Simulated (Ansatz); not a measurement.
`[NH2][ZnH]`, relaxed with RKS PBE0-D4/def2-TZVP in Ansatz 0.2.0 from a PBE-D4/def2-SVP geometry. The force threshold is 0.005 eV/Å; the program also tests the step.

Total charge 0; spin multiplicity 1.

Start:

```xyz
5

N    -0.149    0.746    0.417
Zn    0.388   -0.681   -0.594
H    -0.081    0.628    1.436
H    -1.096    1.099    0.233
H     0.938   -1.792   -1.493
```

Q: How much energy does the relaxation release, and in how many steps? (Best estimate.)

A: Computed: 1.71 kJ/mol, in 5 steps.

Q: Which bonds change most? (Best estimate.)

A: Computed: N1–H3 from 1.028 to 1.009 Å; N1–H4 from 1.028 to 1.009 Å; N1–Zn2 from 1.829 to 1.817 Å; Zn2–H5 from 1.531 to 1.523 Å.

Q: Give the relaxed structure. (Best estimate.)

A: Computed: 
```xyz
5

N    -0.192    0.689    0.432
Zn    0.389   -0.690   -0.598
H    -0.066    0.658    1.432
H    -1.078    1.128    0.232
H     0.947   -1.785   -1.498
```
